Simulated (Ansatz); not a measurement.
Relaxation of GaH$_{5}$N$_{2}$O (9 atoms, charge 0, multiplicity 1), to a largest force component of 0.015 eV/Å in at most 40 steps.

Level of theory: Ansatz 0.2.0, RKS CAM-B3LYP/def2-SVP.

```xyz
9
Properties=species:S:1:pos:R:3:forces:R:3
N 0.042 1.525 -0.961 0.05 -0.36 0.41
Ga 0.210 -0.010 0.032 -1.27 0.08 -0.26
N -1.189 -1.118 0.499 0.43 0.27 -0.24
O 1.837 -0.355 0.540 1.08 0.18 0.06
H 0.821 2.166 -0.850 0.07 0.06 -0.08
H -0.823 2.048 -0.876 -0.11 0.02 -0.08
H -0.985 -2.106 0.618 0.03 -0.02 0.10
H -2.043 -1.032 -0.037 -0.15 0.05 -0.03
H 2.128 -1.117 1.036 -0.13 -0.27 0.13
```

**Question.** Where does it end, and by what steps?

**Answer.** The run converged. After 7 steps the energy has fallen by 0.092 eV; N1 moved furthest, 0.18 Å.

```tsv
step	energy less start (eV)	largest force component (eV/Å)	accepted
0	0.0000	1.272	yes
1	-0.0382	0.677	yes
2	-0.0721	0.639	yes
3	-0.0652	0.848	no
4	-0.0886	0.147	yes
5	-0.0915	0.058	yes
6	-0.0922	0.031	yes
7	-0.0925	0.003	yes
```

```xyz
9
Properties=species:S:1:pos:R:3
N 0.033 1.586 -0.791
Ga 0.243 0.004 0.047
N -1.115 -1.149 0.362
O 1.909 -0.369 0.559
H 0.792 2.249 -0.871
H -0.860 1.996 -1.030
H -0.988 -2.079 0.739
H -2.049 -1.019 -0.004
H 2.035 -1.219 0.990
```

Whether the end is a true minimum wasn't checked by a vibrational analysis.

Run time: 57 s on 2 threads of Intel(R) Xeon(R) Processor @ 2.50GHz (Skylake/Cascade Lake) (shared host), peak memory 0.26 GiB.
